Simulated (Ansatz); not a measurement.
Ag₂Cl₂⁺. Charge 1, multiplicity 2. Geometry relaxed at r2SCAN-D4/def2-SVP.

```xyz
4

Ag    0.257   -1.101    1.129
Ag   -0.258    1.101   -1.130
Cl    0.695   -1.143   -1.272
Cl   -0.694    1.143    1.273
```

In the def2 sets Ag takes a core potential; there is no spin–orbit coupling. The structure comes from a short search, and lower isomers may exist.

Question: Estimate the harmonic wavenumbers at UKS r2SCAN-D4/def2-SVP (Ansatz, unscaled). Is this a minimum?

Answer: 56, 82, 183, 205, 263, 287 cm⁻¹. Yes, no mode is imaginary beyond noise. Zero-point energy 6.4 kJ/mol. It took 100 s on 4 threads of Arm Neoverse N1 on a shared host.
